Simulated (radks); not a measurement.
Problem. Coherent X-ray form factor from a spherical all-electron density. All-electron calculation, Dirac Kohn-Sham, PBE, spin-unpolarised, spherical densities, finite nucleus; Fermi nuclear charge, rms radius of each element as measured or else 0.836 A^(1/3) + 0.57 fm. Program: a radial shooting solver on a logarithmic mesh with Libxc functionals.

sin(theta)/lambda (1/angstrom),f0 (electrons)
0.05,76.234
0.1,74.084
0.15,70.925
0.2,67.204
0.25,63.307
0.3,59.497
0.4,52.631
0.5,46.920
0.6,42.167
0.8,34.540
1,28.521
1.25,22.828
1.5,18.974
2,14.777

The species is in the configuration that NIST lists as its ground one. Which atom or ion scatters so?

Solution. The gold ion Au2+, [Xe] 4f14 5d9. Extrapolating in s^2 from the first two rows gives f0(0) = 77.0, near the electron count 77; among species with that count, the fall with angle is slower the higher Z, and the table is that of Z = 79; from so few rows the species is fixed only to a neighbour or two.
